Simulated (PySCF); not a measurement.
Species: `FC(P(C[SiH3])C)(F)F`. The columns A, B, C and D hold Mulliken, IAO, Hirshfeld and ESP-fitted charges (e) of one PBE0/pcSseg-1 density (PySCF), in a shuffled order. Coordinates in Å (GFN2-xTB); the density's dipole moment is (2.16, -0.81, -0.36) D.

| atom | x | y | z | A | B | C | D |
| --- | --- | --- | --- | --- | --- | --- | --- |
| C1 | -0.378 | -1.655 | 0.779 | -0.492 | -0.455 | -0.169 | -0.618 |
| P2 | -0.542 | 0.135 | 1.189 | +0.285 | -0.124 | +0.142 | +0.500 |
| C3 | 0.523 | 0.891 | -0.109 | -0.749 | -0.409 | -0.208 | -0.732 |
| Si4 | 2.376 | 0.687 | 0.301 | +0.506 | +0.508 | +0.317 | +0.602 |
| C5 | -2.169 | 0.364 | 0.248 | +0.624 | +0.430 | +0.207 | +0.623 |
| F6 | -2.154 | -0.112 | -1.011 | -0.275 | -0.160 | -0.089 | -0.287 |
| F7 | -3.184 | -0.254 | 0.870 | -0.270 | -0.142 | -0.100 | -0.282 |
| F8 | -2.495 | 1.662 | 0.158 | -0.271 | -0.159 | -0.099 | -0.282 |
| H9 | -0.393 | -1.820 | -0.298 | +0.153 | +0.143 | +0.040 | +0.153 |
| H10 | -1.197 | -2.201 | 1.248 | +0.165 | +0.179 | +0.048 | +0.169 |
| H11 | 0.561 | -2.016 | 1.193 | +0.161 | +0.190 | +0.047 | +0.162 |
| H12 | 0.278 | 1.956 | -0.137 | +0.190 | +0.179 | +0.045 | +0.172 |
| H13 | 0.282 | 0.465 | -1.086 | +0.182 | +0.157 | +0.036 | +0.159 |
| H14 | 3.127 | 1.482 | -0.671 | -0.071 | -0.132 | -0.072 | -0.108 |
| H15 | 2.751 | -0.725 | 0.183 | -0.074 | -0.108 | -0.074 | -0.119 |
| H16 | 2.608 | 1.152 | 1.667 | -0.063 | -0.098 | -0.073 | -0.111 |

Q: Which column most likely holds the ESP-fitted charges?

A: B. Σ q r misses the density's dipole by 0.08 D (B), 1.53 D (C), 3.38 D (A), 3.62 D (D). Charges fitted to the outside potential are the only set here that is tied to the molecule's multipoles.

Q: And the Hirshfeld charges?

A: C. The mean sizes are 0.110 e (C), 0.223 e (B), 0.283 e (A), 0.317 e (D), and Hirshfeld charges are commonly the smallest of these schemes.

As computed, A = Mulliken, B = ESP-fitted, C = Hirshfeld, D = IAO. Hydrogens on carbon: Mulliken +0.15 to +0.19, ESP-fitted +0.14 to +0.19, Hirshfeld +0.04 to +0.05, IAO +0.15 to +0.17 e.

The Mulliken scheme gives each basis function's population to the atom it is centred on and halves the overlap population of two atoms between them. The IAO scheme projects the occupied orbitals on a minimal set of polarised atomic orbitals and counts the electrons in each atom's part of it.

Isolated species at its GFN2-xTB geometry (one conformer only).

Shape of the structure used: `[CH3:1][P:2]([CH2:3][SiH3:4])[C:5]([F:6])([F:7])[F:8]`: C1–P2–C3–Si4 -77°, C1–P2–C5–F6 -50°.
